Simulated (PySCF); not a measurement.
# Stationary points of CeO2

All numbers come from PBE0 in PySCF with Ce def2-SVP with ECP28, O def2-SVP; scalar-relativistic core potentials, no spin–orbit coupling; density-fitted integrals.

Relaxations began from a few typed shapes. The search is not exhaustive: other isomers or separated fragments can lie lower, and high-lying points may rest on an excited occupation.

(1) Order these stationary points by electronic energy, lowest first, in kJ/mol from the lowest minimum.
A. singlet D∞h: Ce–O 1.787 Å (×2); O–Ce–O 180.0°
B. singlet C2v: Ce–O 2.019 Å (×2), O–O 1.459 Å; Ce–O–O 68.8° (×2), O–Ce–O 42.4°
C. singlet C2v: Ce–O 1.793 Å (×2); O–Ce–O 145.1°

(2) Which of them are minima?

Answers

(1) C (0.0), A (3.4), B (526.8).

(2) By energy in kJ/mol, 0.0: minimum; 3.4: saddle point, 2 imaginary modes; 526.8: minimum.

Formally Ce is in oxidation state +4, with 0 electrons left for the f, d and s shells; the Mulliken f population is 1.35.
